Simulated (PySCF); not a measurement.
A calculated (PBE0, PySCF 2.14, dyall-av3z, scalar relativity by spin-free X2C-1e) atom or ion has these occupied shells.

| shell | electrons | orbital energy (eV) | rms radius, mean of both spins (bohr) |
| --- | --- | --- | --- |
| 1s α | 1 | -897.30 | 0.183 |
| 1s β | 1 | -894.32 | 0.183 |
| 2s α | 1 | -85.146 | 0.899 |
| 2p α | 3 | -60.121 | 0.916 |
| 2p β | 2 | -54.488 | 0.916 |

Question: Name the element and its charge.

Answer: Ne(2+) (neon, charge +2), in [He] 2s1 2p5, high-spin 3P determinant (an excited configuration).
